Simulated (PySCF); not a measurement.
Species: glycidyl isopropyl ether, C6H12O2.
Numbering: `[CH3:1][CH:2]([CH3:3])[O:4][CH2:5][C@@H:6]1[CH2:7][O:8]1`

NICS = −σ at a ghost point: NICS(0) at the centroid of the ring atoms, NICS(1) 1 Å to either side along the normal of their mean plane, zz for the tensor component along that normal. Level: GIAO PBE0/pcSseg-1 (PySCF, non-relativistic, gas phase) on the GFN2-xTB geometry, one conformer.

Ring bond lengths (Å), with Mayer bond orders in brackets: C6–C7 1.464 (1.03), C7–O8 1.399 (0.94), O8–C6 1.394 (0.92).

Question: Give the NICS values of each ring in ppm.

Answer: 
```tsv
ring	type	NICS(0)	NICS(1), two faces	NICS(1)zz, two faces	rms pucker (Å)	centre to ring atoms, mean (Å)
C6–C7–O8	3-membered ring with O; formal bonds all single	-46.3	-6.0 / -5.9	-20.7 / -22.8	0.00	0.82
```

Question: What can be read from them?

Answer: 
- C6–C7–O8: mean NICS(1)zz -21.7 ppm, shielded. C6, C7 have four or more neighbours; no verdict on aromaticity is drawn. NICS(0) lies 40 ppm below the mean NICS(1).

Question: How shielded are the nuclei of the rings and their hydrogens (means over atoms taken as equivalent)?

Answer: 
```csv
atoms,environment,σ isotropic (ppm)
C6,sp3 carbon bound to oxygen,137.9
C7,sp3 carbon bound to oxygen,142.5
O8,epoxide oxygen,328.4
H on C6,methine hydrogen,28.89
H on C7,methylene hydrogen,29.44
H on C7,methylene hydrogen,29.16
```

The values belong to the conformer `[CH3:1][CH:2]([CH3:3])[O:4][CH2:5][C@@H:6]1[CH2:7][O:8]1`: C1–C2–O4–C5 -163°, C2–O4–C5–C6 175°, O4–C5–C6–C7 -86°.
